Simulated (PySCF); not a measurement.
Job file and geometry (Å, from PBE0-D3(BJ)/def2-SVP) of a spin–spin coupling run on SMILES [GeH2]([C]#CC)[NH][GeH3], C3H9Ge2N, PySCF, B3LYP/pcJ-1 Ge:pcSseg-1 indirect spin-spin coupling, non-relativistic, gas phase; density fitting, a coarse starting grid and PySCF grid level 2 are the driver's defaults:

```
$ OMP_NUM_THREADS=1 python probes_run.py task.json out

{"job": {"kind": "j", "xc": "B3LYP", "basis": "pcJ-1"}, "charge": 0, "multiplicity": 1}
C      3.305490     0.178478     0.443584
C      2.051851    -0.164793    -0.203073
C      1.000559    -0.453102    -0.749038
Ge    -0.683425    -0.893436    -1.522097
N     -1.993600    -1.072547    -0.251313
Ge    -2.603349     0.300020     0.810685
H      4.138503    -0.410861     0.029532
H      3.543620     1.244679     0.305194
H      3.257632    -0.019013     1.525937
H     -1.103691     0.249266    -2.458962
H     -0.559878    -2.233437    -2.264781
H     -1.990071    -1.977702     0.212053
H     -3.875021    -0.193745     1.525958
H     -2.921349     1.479432    -0.125061
H     -1.575888     0.761122     1.870395
```

Problem. Write the output of this run.

Solution. 
```
coarse grid: 57744 points
cycle   1  E = -4327.9596296754  dE = -9.333e-01  |g| = 1.410e+00  |ddm| = 3.690e+00
cycle   2  E = -4327.7913107311  dE =  1.683e-01  |g| = 1.640e+00  |ddm| = 1.738e+00
cycle   3  E = -4328.1070624377  dE = -3.158e-01  |g| = 3.241e-01  |ddm| = 1.247e+00
cycle   4  E = -4328.1271221009  dE = -2.006e-02  |g| = 1.145e-01  |ddm| = 3.090e-01
cycle   5  E = -4328.1292032977  dE = -2.081e-03  |g| = 4.072e-02  |ddm| = 1.009e-01
cycle   6  E = -4328.1295874828  dE = -3.842e-04  |g| = 1.050e-02  |ddm| = 3.117e-02
cycle   7  E = -4328.1296122405  dE = -2.476e-05  |g| = 1.986e-03  |ddm| = 9.241e-03
cycle   8  E = -4328.1296131228  dE = -8.823e-07  |g| = 4.614e-04  |ddm| = 1.836e-03
final grid: 119040 points
cycle   9  E = -4328.1295801369  dE = -3.235e-08  |g| = 6.057e-04  |ddm| = 1.959e-03
cycle  10  E = -4328.1295799762  dE =  1.607e-07  |g| = 1.022e-03  |ddm| = 1.103e-03
cycle  11  E = -4328.1295802003  dE = -2.241e-07  |g| = 2.762e-04  |ddm| = 7.726e-04
cycle  12  E = -4328.1295802183  dE = -1.804e-08  |g| = 1.761e-05  |ddm| = 1.817e-04
cycle  13  E = -4328.1295802184  dE = -5.366e-11  |g| = 7.313e-06  |ddm| = 1.902e-05
converged SCF energy = -4328.1295802184

Indirect spin-spin couplings (Hz)
  i      j    bonds     total        FC       PSO       DSO        SD
  0 C    1 C    1     72.046    73.756    -1.889     0.179         -
  0 C    2 C    2      8.903     9.200    -0.201    -0.096         -
  0 C    4 N    4      0.178     0.173    -0.005     0.013    -0.003
  0 C    6 H    1    137.996   136.246     1.190     0.560         -
  0 C    7 H    1    138.246   136.499     1.184     0.563         -
  0 C    8 H    1    137.870   136.114     1.190     0.566         -
  0 C    9 H    4     -0.642    -0.561     0.133    -0.215         -
  0 C   10 H    4     -0.658    -0.569     0.137    -0.226         -
  0 C   12 H    6     -0.156    -0.013     0.091    -0.234         -
  1 C    2 C    1    158.728   151.890     6.624     0.214         -
  1 C    4 N    3     -0.269    -0.395     0.056     0.018     0.052
  1 C    6 H    2    -10.450   -10.373     0.086    -0.164         -
  1 C    7 H    2    -10.400   -10.318     0.079    -0.161         -
  1 C    8 H    2    -10.337   -10.261     0.080    -0.155         -
  1 C    9 H    3      5.836     5.802     0.394    -0.360         -
  1 C   10 H    3      5.735     5.713     0.403    -0.381         -
  1 C   11 H    4     -0.338    -0.289     0.112    -0.162         -
  1 C   14 H    5      0.272     0.215    -0.147     0.204         -
  2 C    4 N    2      0.152     0.136     0.081     0.017    -0.082
  2 C    6 H    3      5.637     5.210     0.694    -0.267         -
  2 C    7 H    3      5.765     5.338     0.692    -0.265         -
  2 C    8 H    3      5.828     5.401     0.690    -0.262         -
  2 C    9 H    2     21.008    21.493    -0.040    -0.445         -
  2 C   10 H    2     19.852    20.363    -0.029    -0.482         -
  2 C   11 H    3     -1.737    -1.642     0.073    -0.168         -
  2 C   12 H    4     -0.263     0.064     0.138    -0.464         -
  4 N    6 H    5     -0.394    -0.407    -0.045     0.066    -0.009
  4 N    8 H    5     -0.732    -0.738    -0.013     0.018     0.000
  4 N    9 H    2    -11.069   -11.244     0.011     0.150     0.014
  4 N   10 H    2     -7.646    -7.834    -0.007     0.169     0.027
  4 N   11 H    1    -74.809   -70.560    -2.948    -0.756    -0.544
  4 N   12 H    2     -7.201    -7.347    -0.044     0.167     0.022
  4 N   13 H    2     -9.407    -9.536    -0.027     0.144     0.011
  4 N   14 H    2     -1.070    -1.252    -0.083     0.240     0.026
  6 H    7 H    2    -18.144   -18.288     2.832    -2.688         -
  6 H    8 H    2    -18.321   -18.470     2.824    -2.675         -
  6 H   10 H    5      2.749     2.908     0.268    -0.427         -
  6 H   12 H    7     -0.472    -0.017     0.451    -0.905         -
  6 H   13 H    7     -0.194     0.013     0.427    -0.634         -
  6 H   14 H    7      0.203    -0.017     0.365    -0.145         -
  7 H    8 H    2    -18.213   -18.368     2.821    -2.666         -
  7 H    9 H    5      3.328     3.456     0.245    -0.372         -
  7 H   10 H    5      1.495     1.922     0.611    -1.038         -
  7 H   11 H    6     -0.201    -0.036     0.524    -0.690         -
  7 H   12 H    7     -0.507     0.032     0.356    -0.895         -
  7 H   14 H    7      0.387     0.020    -0.076     0.442         -
  8 H    9 H    5      0.600     1.007     0.595    -1.003         -
  8 H   10 H    5     -0.291     0.062     0.506    -0.859         -
  8 H   12 H    7     -0.424     0.057     0.208    -0.689         -
  8 H   13 H    7     -0.246     0.008     0.205    -0.460         -
  8 H   14 H    7      0.442    -0.055    -0.370     0.867         -
  9 H   10 H    2     17.118    20.530     1.114    -4.525         -
  9 H   11 H    3      8.852    10.929     2.051    -4.128         -
  9 H   12 H    4     -1.562    -0.177     0.665    -2.050         -
  9 H   13 H    4      1.279    -0.175    -0.710     2.164         -
  9 H   14 H    4     -0.736     0.125     0.393    -1.254         -
 10 H   11 H    3      1.478     1.325    -0.085     0.238         -
 10 H   12 H    4      2.127     3.264     0.690    -1.826         -
 10 H   13 H    4     -1.677    -0.154     0.729    -2.252         -
 10 H   14 H    4     -1.071     0.452     0.780    -2.303         -
 11 H   12 H    3      1.129     1.061     0.072    -0.004         -
 11 H   13 H    3      9.849    11.907     2.100    -4.158         -
 11 H   14 H    3     -2.800    -1.966     0.759    -1.593         -
 12 H   13 H    2     10.772    14.033     1.154    -4.415         -
 12 H   14 H    2     24.308    27.307     1.076    -4.075         -
 13 H   14 H    2     21.954    24.884     1.030    -3.961         -
```

Size and cost of the density-fitted run: 280 basis functions, 2.1 min wall time on 1 thread of an Intel Xeon Platinum 8259CL, shared host; peak memory 1.3 GiB.
